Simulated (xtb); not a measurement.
1-[(1R,2R)-2-fluorocyclopropyl]ethanone (C₅H₇FO), SMILES CC(=O)[C@H]1C[C@H]1F. All values are semi-empirical tight-binding results from xtb (GFN2-xTB unless named), good for trends rather than for accurate numbers. Coordinates come from a GFN2-xTB optimisation. Other conformers were not sampled.

Computed properties:
The orbital gap is 4.03 eV and the dipole moment comes out as 4.56 D. The zero-point energy is 68.1 kcal/mol and the G − E(el) at 298.15 K (modified RRHO) is 48.1 kcal/mol. The static polarisability (D4 model) is 60.3 bohr³, the solvation energy, GFN2-xTB/ALPB(water) comes out as -5.4 kcal/mol and the solvation energy, GFN2-xTB/ALPB(dmf) is -8.1 kcal/mol.

Computed IR lines (harmonic; lines under 4 % of the strongest left out, lines within 3 cm⁻¹ merged):
ν (cm⁻¹): 406 (w), 826 (w), 971 (m), 1000 (w), 1042 (w), 1053 (w), 1076 (w), 1130 (m), 1151 (m), 1223 (w), 1305 (m), 1357 (m), 1367 (m), 1439 (m), 1770 (vs), 3027 (w), 3059 (w) (against the strongest line: vs over 80 %, s over 45 %, m over 15 %, w over 4 %, vw less)
